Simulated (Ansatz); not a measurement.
Computed with Ansatz on PBE0-D4/def2-TZVP structures; ΔE is electronic, products minus reactants. CCSD(T)/CBS is the MP2 limit (def2-TZVPP, def2-QZVPP) plus CCSD(T) − MP2 in def2-TZVPP, frozen cores. This one scheme is used for every species. Functionals use def2-TZVPP. Each species was taken in one conformer, which may not be the lowest.

`C[SiH](S)CCl` + H–F → `C[SiH](F)CCl` + H₂S  (ligand exchange at the Si–S bond)

`C[SiH](S)CCl`:

Z-matrix (Å, degrees):
```
C
Si 1 1.864
H 1 1.092 2 111.1
H 1 1.092 2 110.6 3 -120.1
H 1 1.093 2 110.6 3 120.4
S 2 2.135 1 107.1 3 59.3
C 2 1.886 1 110.5 3 -60.3
H 2 1.486 1 111.3 3 -179.1
H 6 1.345 2 93.6 1 -174.4
Cl 7 1.786 2 110.0 1 179.7
H 7 1.090 2 111.8 1 60.3
H 7 1.092 2 111.4 1 -61.6
```

H–F:

```xyz
2

F    -0.278    0.356   -0.089
H     0.278   -0.356    0.089
```

`C[SiH](F)CCl`:

Cartesian coordinates in Å:
```
C -0.813 0.124 -1.345
Si 0.619 -0.328 -0.265
F 1.942 0.408 -0.804
C 0.368 0.246 1.505
Cl -1.042 -0.644 2.154
H -0.647 -0.218 -2.369
H -0.961 1.206 -1.365
H -1.728 -0.342 -0.973
H 0.889 -1.786 -0.260
H 0.150 1.312 1.578
H 1.223 0.021 2.143
```

H₂S:

```xyz
3

S     0.031    0.155    0.599
H    -0.955    0.153   -0.311
H     0.924   -0.308   -0.288
```

```tsv
level	ΔE (eV)
PBE-D4	-0.70
ωB97X-V	-0.86
ωB97M-V	-0.86
B2PLYP	-0.91
PBE	-0.77
MP2/def2-TZVPP	-0.76
CCSD/def2-TZVPP	-0.88
MP2/CBS(def2)	-0.72
```

**Question.** What does CCSD(T)/CBS give? (An estimate is asked.)

**Answer.** Computed: -0.79 eV. The listed levels differ from it by 0.09, -0.07, -0.07, -0.12, 0.02, 0.03, -0.09, 0.07 eV.

Largest T1 diagnostic among the species: 0.010.

The D4 term adds +0.12 eV with B3LYP and +0.06 eV with PBE0; it sums over pairs of atoms, weighted by their polarisabilities, and B3LYP, whose exchange is more repulsive, gets the larger term. In def2-TZVPP, CCSD(T) changes the Hartree–Fock value by +0.27 eV (the triples alone add +0.05 eV) and MP2 by +0.34 eV.

B3LYP here is the variant with VWN-RPA as its local correlation; programs differ in this.
